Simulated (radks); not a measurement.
Values are calculated unless marked as measured or tabulated.
The erbium ion Er2+ inside a hard spherical wall (all orbitals vanish at R), configuration held at [Xe] 4f12 and not refilled when levels cross. Level of theory: scalar-relativistic Kohn-Sham, LDA (Slater exchange, Perdew-Wang correlation), spin-polarised, spherical densities, finite nucleus; open shells are filled with parallel spins first (spin-orbit coupling, left out, can overturn this in heavy ions); Fermi nuclear charge, rms radius 5.2516 fm (a radial shooting solver on a logarithmic mesh with Libxc functionals). Eigenvalues in eV for spin up, with the zero of energy where the potential of the charges vanishes at infinity; a dash marks a level that is unbound or too diffuse for the functional's potential to be trusted. A positive occupied level is held by the wall or, in an anion where self-interaction has pushed it up, behind a barrier. The pressure on the wall is -dE/dV.

\begin{tabular}{lrrrrrrrrr}
R (bohr) & E (hartree) & kinetic (hartree) & e(4d) & e(5s) & e(5p) & e(4f) & e(6s, empty) & e(5d, empty) & pressure (GPa) \\ \hline
free & -13076.1181 & 14170.296 & -180.35 & -66.965 & -41.303 & -18.433 & -14.926 & -13.759 & 0 \\
15 & -13076.1181 & 14170.296 & -180.35 & -66.965 & -41.303 & -18.433 & -14.926 & -13.759 & < 0.0001 \\
12 & -13076.1181 & 14170.296 & -180.35 & -66.965 & -41.303 & -18.433 & -14.926 & -13.759 & < 0.0001 \\
8 & -13076.1181 & 14170.296 & -180.35 & -66.964 & -41.302 & -18.432 & -14.901 & -13.752 & 0.000476 \\
7 & -13076.1181 & 14170.296 & -180.35 & -66.961 & -41.299 & -18.427 & -14.811 & -13.728 & 0.00459 \\
6 & -13076.1178 & 14170.299 & -180.32 & -66.942 & -41.283 & -18.403 & -14.452 & -13.623 & 0.0498 \\
5 & -13076.1149 & 14170.327 & -180.17 & -66.838 & -41.189 & -18.268 & -13.093 & -13.193 & 0.678 \\
3 & -13075.6714 & 14173.386 & -174.11 & -62.311 & -36.260 & -12.499 & 14.684 & -2.969 & 306 \\
2.5 & -13074.4131 & 14180.301 & -164.94 & -54.939 & -27.439 & -3.702 & 50.458 & 11.049 & 1740 \\
2 & -13069.2065 & 14203.825 & -142.49 & -33.134 & -0.796 & 18.447 & 141.67 & 48.539 & 11700 \\
\end{tabular}
